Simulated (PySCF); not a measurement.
One molecule, a ladder of functionals, a line

Molecule: `O=C[SiH2]C(F)F`, C2H4F2OSi.

Molfile (atoms numbered from 1):
```
C2H4F2OSi
     RDKit          3D

 10  9  0  0  0  0  0  0  0  0999 V2000
    2.3537    1.2634   -0.6572 O   0  0  0  0  0  0  0  0  0  0  0  0
    1.5747    0.7011    0.0688 C   0  0  0  0  0  0  0  0  0  0  0  0
    0.2486   -0.5346   -0.6007 Si  0  0  0  0  0  4  0  0  0  0  0  0
   -1.3670   -0.1441    0.3668 C   0  0  0  0  0  0  0  0  0  0  0  0
   -1.7035    1.1559    0.1544 F   0  0  0  0  0  0  0  0  0  0  0  0
   -1.1107   -0.2995    1.6964 F   0  0  0  0  0  0  0  0  0  0  0  0
    1.5981    0.8824    1.1791 H   0  0  0  0  0  0  0  0  0  0  0  0
    0.0493   -0.3420   -2.0622 H   0  0  0  0  0  0  0  0  0  0  0  0
    0.6528   -1.9365   -0.2846 H   0  0  0  0  0  0  0  0  0  0  0  0
   -2.2454   -0.7677    0.1184 H   0  0  0  0  0  0  0  0  0  0  0  0
  1  2  2  0
  2  3  1  0
  3  4  1  0
  4  5  1  0
  4  6  1  0
  2  7  1  0
  3  8  1  0
  3  9  1  0
  4 10  1  0
M  END
```

GIAO shieldings (ppm, equivalent atoms averaged) in PySCF 2.14.0 with density-fitted response routines on the PBE0-D3(BJ)/def2-SVP geometry, basis pcSseg-2, gas phase, non-relativistic:

| functional | exact exchange (%) | σ(C2) | σ(C4) | σ(Si3) | σ(F5/F6) |
| --- | --- | --- | --- | --- | --- |
| BLYP | 0 | -70.7 | 40.2 | 385.7 | 294.5 |
| BP86 | 0 | -66.4 | 45.8 | 396.9 | 297.2 |
| PBE | 0 | -67.8 | 45.4 | 398.0 | 294.7 |
| B3LYP | 20 | -66.6 | 49.4 | 394.6 | 314.0 |
| mPW1PW91 | 25 | -62.2 | 55.9 | 407.0 | 320.1 |
| BHandHLYP | 50 | -59.8 | 61.5 | 409.3 | 336.4 |
| HF | 100 | -45.6 | 80.6 | 439.8 | 365.8 |

**Question.** Fit each shielding as a line in the percentage of exact exchange.

**Answer.** σ(C2) = -68.9 + 0.22 x (rms 1.8 ppm); σ(C4) = 43.9 + 0.37 x (rms 2.1 ppm); σ(Si3) = 391.9 + 0.45 x (rms 5.2 ppm); σ(F5/F6) = 297.7 + 0.71 x (rms 3.0 ppm). The functionals also differ in their semilocal parts, which the line can't hold; Hartree–Fock has no correlation at all.

**Question.** What does the line predict for PBE0 (25 %), and what does the run give?

**Answer.** σ(C2): -63.4 predicted, -62.1 computed; σ(C4): 53.1 predicted, 56.4 computed; σ(Si3): 403.1 predicted, 408.6 computed; σ(F5/F6): 315.4 predicted, 318.8 computed ppm.
